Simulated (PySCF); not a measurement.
Job file and geometry (Å, from GFN2-xTB) of a spin–spin coupling run on `InChI=1S/CH7BGeO/c1-4-3-2/h2-3H2,1H3`, B3LYP/pcJ-1 Ge:pcSseg-1 indirect spin-spin coupling, non-relativistic, gas phase (PySCF 2.14.0, density-fitted response routines); density fitting, a coarse starting grid and PySCF grid level 2 are the driver's defaults:

```
$ OMP_NUM_THREADS=1 python probes_run.py task.json out

{"job": {"kind": "j", "xc": "B3LYP", "basis": "pcJ-1"}, "charge": 0, "multiplicity": 1}
B      2.393899     0.404302    -0.094287
Ge     0.652052    -0.578818    -0.142248
O     -0.573223     0.603847     0.379432
C     -1.947910     0.325137     0.490149
H      3.382011    -0.138073    -0.389615
H      2.437700     1.522083     0.226489
H      0.151386    -1.133566    -1.471544
H      0.462805    -1.794450     0.758748
H     -2.138619    -0.473495     1.212531
H     -2.439507     1.238198     0.830609
H     -2.375171     0.027507    -0.471438
```

Q: Write the output of this run.

A: 
```
coarse grid: 40264 points
cycle   1  E = -2219.0527907497  dE = -4.825e-01  |g| = 1.174e+00  |ddm| = 2.676e+00
cycle   2  E = -2217.7713503416  dE =  1.281e+00  |g| = 2.525e+00  |ddm| = 2.359e+00
cycle   3  E = -2219.1227942340  dE = -1.351e+00  |g| = 6.359e-01  |ddm| = 2.196e+00
cycle   4  E = -2219.1985703120  dE = -7.578e-02  |g| = 1.088e-01  |ddm| = 4.934e-01
cycle   5  E = -2219.1999562268  dE = -1.386e-03  |g| = 4.267e-02  |ddm| = 1.412e-01
cycle   6  E = -2219.2003378293  dE = -3.816e-04  |g| = 1.523e-02  |ddm| = 4.468e-02
cycle   7  E = -2219.2003931444  dE = -5.532e-05  |g| = 2.888e-03  |ddm| = 1.262e-02
cycle   8  E = -2219.2003950627  dE = -1.918e-06  |g| = 8.874e-04  |ddm| = 2.863e-03
final grid: 84272 points
cycle   9  E = -2219.2003891738  dE = -4.566e-08  |g| = 9.561e-04  |ddm| = 1.877e-03
cycle  10  E = -2219.2003891290  dE =  4.474e-08  |g| = 1.090e-03  |ddm| = 1.627e-03
cycle  11  E = -2219.2003894198  dE = -2.907e-07  |g| = 7.923e-05  |ddm| = 8.041e-04
cycle  12  E = -2219.2003894212  dE = -1.442e-09  |g| = 1.189e-05  |ddm| = 7.140e-05
cycle  13  E = -2219.2003894212  dE = -2.183e-11  |g| = 7.684e-06  |ddm| = 1.481e-05
converged SCF energy = -2219.2003894212

Indirect spin-spin couplings (Hz)
  i      j    bonds     total        FC       PSO       DSO        SD
  0 B    2 O    2     -9.231    -8.903    -0.267     0.044    -0.105
  0 B    3 C    3      3.261     3.265     0.117    -0.167     0.047
  0 B    4 H    1    131.981   133.182    -2.433     0.665     0.567
  0 B    5 H    1    144.618   145.832    -2.509     0.690     0.606
  0 B    6 H    2     14.719    15.605     0.140    -1.097     0.071
  0 B    7 H    2     14.660    15.548     0.140    -1.098     0.070
  0 B    8 H    4     -0.596    -0.249     0.235    -0.584     0.003
  0 B    9 H    4      0.220     0.402     0.236    -0.418     0.001
  0 B   10 H    4     -0.596    -0.250     0.234    -0.584     0.004
  2 O    3 C    1     22.460    23.224    -0.610    -0.154         -
  2 O    4 H    3     -8.723    -8.867    -0.139     0.283         -
  2 O    5 H    3     -0.770    -0.624    -0.063    -0.083         -
  2 O    6 H    2     -3.484    -3.646    -0.169     0.332         -
  2 O    7 H    2     -3.453    -3.616    -0.169     0.332         -
  2 O    8 H    2     -3.273    -2.451    -0.838     0.016         -
  2 O    9 H    2    -13.046   -12.181    -0.845    -0.019         -
  2 O   10 H    2     -3.282    -2.462    -0.837     0.016         -
  3 C    4 H    4      1.061     1.241     0.247    -0.428         -
  3 C    5 H    4     -0.313    -0.254     0.223    -0.282         -
  3 C    6 H    3      0.313     0.343     0.061    -0.091         -
  3 C    7 H    3      0.316     0.345     0.061    -0.090         -
  3 C    8 H    1    141.415   140.229     0.327     0.860         -
  3 C    9 H    1    151.199   150.161     0.246     0.793         -
  3 C   10 H    1    141.371   140.185     0.327     0.860         -
  4 H    5 H    2     -3.749    -3.954     1.952    -1.747         -
  4 H    6 H    3     -3.167    -2.244     0.561    -1.484         -
  4 H    7 H    3     -3.171    -2.252     0.558    -1.476         -
  4 H    8 H    5     -0.808    -0.140     0.720    -1.388         -
  4 H   10 H    5     -0.808    -0.139     0.721    -1.390         -
  5 H    6 H    3      0.696     2.426     1.061    -2.791         -
  5 H    7 H    3      0.761     2.497     1.065    -2.801         -
  5 H    8 H    5     -0.371     0.024     0.734    -1.129         -
  5 H    9 H    5     -0.216    -0.098     0.429    -0.548         -
  5 H   10 H    5     -0.370     0.024     0.732    -1.126         -
  6 H    7 H    2     -7.585    -5.506     0.648    -2.726         -
  6 H    8 H    4      0.604     0.947     0.458    -0.802         -
  6 H    9 H    4     -0.617    -0.273     1.232    -1.577         -
  6 H   10 H    4      2.205     1.479    -0.786     1.512         -
  7 H    8 H    4      2.197     1.468    -0.789     1.519         -
  7 H    9 H    4     -0.615    -0.273     1.231    -1.574         -
  7 H   10 H    4      0.607     0.950     0.460    -0.803         -
  8 H    9 H    2    -10.863   -11.156     2.682    -2.388         -
  8 H   10 H    2     -9.522    -9.957     2.576    -2.141         -
  9 H   10 H    2    -10.884   -11.177     2.680    -2.387         -
```

Size and cost of the density-fitted run: 192 basis functions, 42 s wall time on 1 thread of an Arm Neoverse N1, shared host; peak memory 0.86 GiB.
